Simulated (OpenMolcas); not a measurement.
# Sn+: the spin-orbit constant, thermal populations, worked from levels

```
Program             : OpenMolcas 26.06
Basis               : ANO-RCC-VQZP [8s7p5d3f2g]
Scalar Hamiltonian  : DKH2, point nucleus
Active space        : 3 electrons in 9 orbitals (RAS2 5s 5p; RAS3 5d, at most 2 electrons)
State averaging     : 2S+1 = 4 odd, 1 root; 2S+1 = 2 odd, 8 roots; 2S+1 = 4 even, 3 roots; 2S+1 = 2 even, 9 roots
Spin-orbit coupling : RASSI with atomic mean-field integrals over the reference wave functions, term energies averaged over their components
```

Methods: RASSCF; SS-RASPT2, IPEA 0.25 Eh, imaginary shift 0.1 Eh (closed shells correlated: 4d). Measured levels: NIST Handbook of Basic Atomic Spectroscopic Data.

**The spin-orbit constant.** For the Hund term ²P° of p1, E(J) = (A/2) J(J+1) + constant and ζ = 2S·A = A. From J = 1/2 to J = 3/2 the energy changes by 1.5 A.

```tsv
Source	E(3/2) - E(1/2)	A	ζ
RASSCF	3747.6	2498.4	2498
SS-RASPT2	3747.7	2498.5	2498
measured	4251.5	2834.3	2834
```

All in cm-1. SS-RASPT2 is off by -11.8 % and RASSCF by -11.9 %. Both methods take the spin-orbit matrix elements from the reference wave functions, so the second can move ζ only through the term energies and any multistate remixing.

**Thermal populations.** Z = Σ (2J + 1) exp(-E/kT) with k = 0.695035 cm-1/K, over the levels below. No other level of either list lies under 56800 cm-1, which is above 7 kT at each temperature.

```
         Level  2J + 1  SS-RASPT2  measured
5s² 5p ²P°_1/2       2        0.0       0.0
5s² 5p ²P°_3/2       4       3750      4251
 5s 5p² ⁴P_1/2       2      46630     46464
 5s 5p² ⁴P_3/2       4      48160     48368
 5s 5p² ⁴P_5/2       6      50150     50730
```

```
T (K)  Z, SS-RASPT2  Z, measured levels  Ground level (%), SS-RASPT2  Ground level (%), measured levels
 3000         2.662               2.521                         75.1                               79.3
 5000         3.360               3.177                         59.5                               63.0
 8000         4.040               3.864                         49.5                               51.8
```

At 8000 K, kT = 5560 cm-1, and the computed levels give Z = 2.000 + 2.038 + 0.000 + 0.001 + 0.001 = 4.040.

CASPT2 breaks the degeneracy within a term, and the mean is taken; among the terms shown or strongly mixed into the levels shown the widest spread is 10 cm-1 (5s² 5p ²P°, SS-RASPT2). The run also gave levels led by 5s 5p 5d, which use shells meant for correlation; these and all levels above them are left out. Some terms mix strongly with configurations of 5d, whose occupation reaches 0.31 (5s 5p² ²D). Computed and measured levels are paired by configuration, term and J; levels that our copy of the source lacks, or whose pairing is in doubt (as where it misses far off the trend of its configuration), stay unpaired and out of the deviations. Levels of configurations outside the active space are missing.

° marks odd parity.
